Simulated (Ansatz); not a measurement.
Reaction (ligand exchange at the Si–O bond): `O[Si](O)(O)O[SiH2]F` + `BN` → `BN[SiH2]F` + orthosilicic acid

Program: Ansatz. Geometries: PBE0-D4/def2-TZVP. ΔE: electronic, gas phase. CCSD(T)/CBS adds triple-zeta CCSD(T) − MP2 to the extrapolated MP2 energy (def2 sets, frozen cores). This one scheme is used for every species. Functionals use def2-TZVPP. B3LYP here is the variant with VWN-RPA as its local correlation; programs differ in this. HSE06 is defined as in plane-wave codes. Each species was taken in one conformer, which may not be the lowest.

`O[Si](O)(O)O[SiH2]F`:

Cartesian coordinates in Å:
```
O 0.989 1.786 -0.100
Si 0.711 0.331 0.569
O 2.051 -0.495 0.991
O -0.151 0.555 1.930
O -0.079 -0.515 -0.572
Si -1.470 -0.685 -1.384
F -2.362 -1.783 -0.650
H 1.302 2.481 0.481
H 2.562 -0.903 0.291
H -0.142 -0.152 2.577
H -1.168 -1.196 -2.737
H -2.242 0.576 -1.396
```

`BN`:

```xyz
6

B    -0.006    0.430    0.530
N     0.006   -0.442   -0.545
H    -0.832    0.286    1.385
H     0.809    1.306    0.577
H     0.670   -0.380   -1.298
H    -0.648   -1.200   -0.648
```

`BN[SiH2]F`:

Z-matrix (Å, degrees):
```
Si
N 1 1.727
F 1 1.598 2 110.7
H 1 1.480 2 109.5 3 -116.8
H 1 1.475 2 108.4 3 118.5
B 2 1.404 1 125.5 3 -100.6
H 2 1.011 1 117.4 3 78.3
H 6 1.197 2 118.6 1 -0.9
H 6 1.196 2 119.8 1 179.4
```

`O[Si](O)(O)O`:

```xyz
9

O    -0.767    0.692   -1.262
Si    0.000    0.000    0.000
O     0.970   -1.152   -0.627
O    -0.956   -0.747    1.090
O     0.753    1.207    0.798
H    -1.018    0.112   -1.982
H     1.272   -1.832   -0.024
H    -1.379   -0.189    1.744
H     1.124    1.909    0.263
```

(1) Is it downhill or uphill in electronic energy at CCSD(T)/CBS, and by how much? (Best estimate.)

(2) What do these levels give: r2SCAN0-D4, HSE06-D4, B3LYP, MP2/def2-SVP, SCS-MP2/def2-QZVPP, MP2/CBS(def2)? (An estimate is asked.)

Largest T1 diagnostic among the species: 0.012.

Results:

(1) The calculation gave: Uphill: ΔE = +69.2 kJ/mol.

(2) The calculation gave: r2SCAN0-D4 71.9, HSE06-D4 67.9, B3LYP 72.3, MP2/def2-SVP 69.0, SCS-MP2/def2-QZVPP 71.1, MP2/CBS(def2) 68.3 kJ/mol.

Leaving LDA and LC-ωPBE aside and taking each functional with its dispersion term where it has one, the values, not all of them listed here, spread over 14.0 kJ/mol, from revPBE-D4 to BHLYP-D4. From BLYP to BHLYP (50 % exact exchange), in def2-TZVPP and without D4, ΔE moves by +4.2 kJ/mol. In def2-TZVPP, CCSD(T) changes the Hartree–Fock value by −9.5 kJ/mol (the triples alone add −1.4 kJ/mol) and MP2 by −10.4 kJ/mol.
